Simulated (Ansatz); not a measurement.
Basis-set series for BrHInS (`[SH][In][Br]`) radical. The species carries charge 0 and has multiplicity 2. In: def2 effective core potential. Geometry: relaxed with PBE0-D4/def2-TZVP. It is one conformer, not always the lowest.

```csv
functional,basis,functions,energy (Eh),HOMO (eV),LUMO (eV)
PBE0-D4,def2-SVP,81,-3162.28250,-6.46,-3.96
PBE0-D4,def2-TZVPP,154,-3162.74200,-6.55,-4.04
ωB97M-V,def2-SVP,81,-3162.49568,-8.36,-2.31
ωB97M-V,def2-TZVPP,154,-3162.95286,-8.48,-2.44
```

Q: Give the rows for def2-QZVPP. (Best estimate.)

A: Ansatz gave: 
```csv
functional,basis,functions,energy (Eh),HOMO (eV),LUMO (eV)
PBE0-D4,def2-QZVPP,271,-3162.80789,-6.57,-4.06
ωB97M-V,def2-QZVPP,271,-3163.01638,-8.50,-2.49
```

HOMO and LUMO are taken over both spins. Scalar relativity is left out up to krypton.
